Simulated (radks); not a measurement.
Results of a calculation; reference values are marked as such.
Ionisation of Ag+, [Kr] 4d10, to Ag2+, [Kr] 4d9, under several functionals. Dirac Kohn-Sham, spin-unpolarised, spherical densities, point nucleus; open shells are shared between the two j in proportion to 2j + 1; a radial shooting solver on a logarithmic mesh with Libxc functionals. The NIST Atomic Spectra Database gives 21.484 eV (measured). Rank these functionals by the error of their Delta-SCF ionisation energy: LDA (Slater exchange, Perdew-Zunger correlation); LDA (Slater exchange, Perdew-Wang correlation); BP86; PBEsol; revPBE.

Answer. From best to worst: revPBE 22.025 eV (+0.541); PBEsol 22.115 eV (+0.631); BP86 22.220 eV (+0.735); LDA (Slater exchange, Perdew-Zunger correlation) 22.384 eV (+0.900); LDA (Slater exchange, Perdew-Wang correlation) 22.387 eV (+0.902). Spin polarisation and multiplet splitting are left out, so open shells lie too high by an amount that depends on their filling. Sharing an open shell by 2j + 1 raises it above the true ground level by a part of the spin-orbit splitting, which enters the differences from NIST.

Beside tabulated values, note that spin-unpolarised runs miss the spin-polarisation part of the exchange energy of open shells.
